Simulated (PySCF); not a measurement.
C₃H₈BCl, SMILES CCB(C)Cl.

Geometry: r2SCAN-D4/def2-SVP. The values are those of a single conformer.

All values below come from TDDFT-PBE/def2-SVPD in PySCF 2.14.0.

Vertical excitations. Isolated molecule, no solvent.

Computed UV-visible absorptions:
```json
[
 {"state": "S1", "energy (eV)": "5.24", "λ (nm)": "237", "f": "0.000", "main pairs": "HOMO→LUMO 100 %"},
 {"state": "S2", "energy (eV)": "6.28", "λ (nm)": "197", "f": "0.000", "main pairs": "HOMO−1→LUMO 98 %"},
 {"state": "S3", "energy (eV)": "6.55", "λ (nm)": "189", "f": "0.022", "main pairs": "HOMO→LUMO+1 99 %"},
 {"state": "S4", "energy (eV)": "6.74", "λ (nm)": "184", "f": "0.069", "main pairs": "HOMO−3→LUMO 70 %, HOMO−2→LUMO 25 %"},
 {"state": "S5", "energy (eV)": "6.80", "λ (nm)": "182", "f": "0.008", "main pairs": "HOMO−4→LUMO 95 %"},
 {"state": "S6", "energy (eV)": "6.94", "λ (nm)": "179", "f": "0.078", "main pairs": "HOMO−2→LUMO 66 %, HOMO−3→LUMO 27 %"},
 {"state": "S7", "energy (eV)": "7.48", "λ (nm)": "166", "f": "0.000", "main pairs": "HOMO−5→LUMO 99 %"},
 {"state": "S8", "energy (eV)": "7.51", "λ (nm)": "165", "f": "0.005", "main pairs": "HOMO→LUMO+2 94 %"},
 {"state": "S9", "energy (eV)": "7.57", "λ (nm)": "164", "f": "0.027", "main pairs": "HOMO−1→LUMO+1 96 %"},
 {"state": "S10", "energy (eV)": "7.69", "λ (nm)": "161", "f": "0.011", "main pairs": "HOMO−2→LUMO+1 100 %"},
 {"state": "T1", "energy (eV)": "4.91", "λ (nm)": "252", "f": "0", "main pairs": "HOMO→LUMO 99 %"},
 {"state": "T2", "energy (eV)": "5.91", "λ (nm)": "210", "f": "0", "main pairs": "HOMO−1→LUMO 91 %"},
 {"state": "T3", "energy (eV)": "5.93", "λ (nm)": "209", "f": "0", "main pairs": "HOMO−2→LUMO 89 %"},
 {"state": "T4", "energy (eV)": "6.39", "λ (nm)": "194", "f": "0", "main pairs": "HOMO−3→LUMO 90 %"}
]
```
Triplets are in the Tamm–Dancoff approximation, which puts them higher than full response would, so one can lie above its singlet here.
